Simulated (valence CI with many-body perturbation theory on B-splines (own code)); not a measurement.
The numbers below are computed, except where a source is named.
Pd⁵⁺: what each term of the Hamiltonian does

Level of theory: configuration interaction combined with many-body perturbation theory (CI+MBPT): five valence electrons over a frozen Dirac-Fock core [Kr], radial functions for each j: 7 s, 7 p, 8 d, 6 f, 4 g, 1 h, with the one-electron correlation potential Σ1, the two-electron term Σ2, the three-electron term Σ3, Breit, model QED; selected CI, second order for the rest, scaled by the run's own slope (own B-spline code, finite nucleus).

No measured levels were compared; by estimate terms of the open shell hold to 2 to 4 % of their energy, and close levels can change places; different configurations can be misplaced against each other by 1,000 to 8,000 cm⁻¹. Core correlation moves these levels by up to 20000 cm⁻¹, and in measured spectra 5 to 20 % of such shifts remained as error; rates that hang on mixing are uncertain with them. Among the levels kept, up to 1900 cm⁻¹ of a level comes from second order outside the variational space, and about a tenth of that is noise between levels of different J, which matters for small intervals. Only levels of the ground parity were solved; by the run's estimate the other parity begins above the list, which can be wrong where configurations are misplaced.

Each rung adds one term. CI alone is the Dirac-Coulomb CI over the frozen core; QED comes last and gives the full result, which names the levels. Energies are above 4d5 6S_5/2 on the same rung, in eV.

Names give the largest LS component (configuration and term), which can be under half, so a name can repeat, a term be missing and a line seem to break the LS rules; names also repeat where a configuration has a term twice. Letters in brackets count levels of one name in rising energy.

```
         Level  CI alone       Σ1       Σ2       Σ3    Breit      QED   Full
    4d5 4G_5/2     3.645  +0.0245  -0.2392  -0.0607  +0.0065  -0.0003  3.376
    4d5 4G_7/2     3.728  +0.0372  -0.2587  -0.0565  +0.0003  +0.0001  3.450
   4d5 4G_11/2     3.760  +0.0398  -0.2616  -0.0559  -0.0067  +0.0002  3.476
    4d5 4G_9/2     3.772  +0.0417  -0.2599  -0.0553  -0.0051  +0.0003  3.494
    4d5 4P_5/2     3.825  +0.0247  -0.0116  -0.0812  +0.0152  -0.0009  3.771
    4d5 4P_3/2     3.903  +0.0262  +0.0119  -0.0761  +0.0121  -0.0007  3.876
    4d5 4P_1/2     4.013  +0.0339  +0.0614  -0.0793  +0.0059  -0.0001  4.034
    4d5 4D_7/2     4.403  +0.0427  -0.1705  -0.0567  -0.0004  +0.0002  4.218
    4d5 4D_1/2     4.534  +0.0542  -0.0790  -0.0722  -0.0070  +0.0010  4.432
    4d5 4D_5/2     4.586  +0.0534  -0.0422  -0.0767  -0.0098  +0.0012  4.512
    4d5 4D_3/2     4.603  +0.0579  -0.0285  -0.0775  -0.0118  +0.0014  4.545
   4d5 2I_11/2     5.445  +0.0542  -0.4669  -0.0945  -0.0015  -0.0001  4.936
   4d5 2I_13/2     5.589  +0.0666  -0.4824  -0.0899  -0.0135  +0.0006  5.070
4d5 2D_5/2 [a]     5.480  +0.0488  +0.0152  -0.1041  +0.0056   0.0000  5.445
4d5 2D_3/2 [a]     5.642  +0.0481  -0.0240  -0.1021  +0.0056   0.0000  5.570
    4d5 4F_7/2     5.852  +0.0476  -0.1378  -0.1102  +0.0064  -0.0003  5.658
    4d5 4F_9/2     5.886  +0.0506  -0.1849  -0.0843  +0.0034  -0.0002  5.670
    4d5 4F_5/2     5.995  +0.0614  -0.0934  -0.1049  -0.0033  +0.0007  5.855
4d5 2F_7/2 [a]     6.124  +0.0755  -0.0172  -0.0995  -0.0122  +0.0014  6.072
    4d5 2H_9/2     6.381  +0.0637  -0.2057  -0.1090  -0.0044  +0.0005  6.127
    4d5 4F_3/2     6.211  +0.0777  -0.0385  -0.1057  -0.0143  +0.0017  6.132
4d5 2G_7/2 [a]     6.686  +0.0767  -0.2648  -0.1228  -0.0117  +0.0012  6.365
   4d5 2H_11/2     6.748  +0.0888  -0.1941  -0.1255  -0.0212  +0.0017  6.498
4d5 2F_5/2 [a]     6.539  +0.0946  -0.0321  -0.0471  -0.0170  +0.0021  6.540
4d5 2G_9/2 [a]     6.945  +0.0918  -0.2353  -0.1053  -0.0227  +0.0021  6.676
4d5 2F_5/2 [b]     7.096  +0.0828  -0.1555  -0.1808  -0.0196  +0.0021  6.825
4d5 2F_7/2 [b]     7.078  +0.0809  -0.2477  -0.0686  -0.0127  +0.0014  6.831
    4d5 2S_1/2     7.590  +0.0766  -0.2010  -0.0894  -0.0027  +0.0008  7.374
4d5 2D_3/2 [b]     8.405  +0.0822  -0.0894  -0.1254  -0.0022  +0.0009  8.271
4d5 2D_5/2 [b]     8.505  +0.0931  -0.0799  -0.1229  -0.0117  +0.0016  8.385
4d5 2G_9/2 [b]     9.408  +0.0956  -0.3109  -0.1148  -0.0086  +0.0011  9.071
```

The middle columns are the shifts that each term adds.

**Question.** How does the ionisation energy move along the ladder, and which term matters most?

**Answer.** CI alone 81.084, + Σ1 82.544, + Σ2 83.896, + Σ3 83.870, + Breit 83.898, + QED 83.902 eV. The largest step is Σ1, 1.460 eV, with Σ2 about as large (1.352). NIST lists 84.1 ± 2 eV (theoretical).
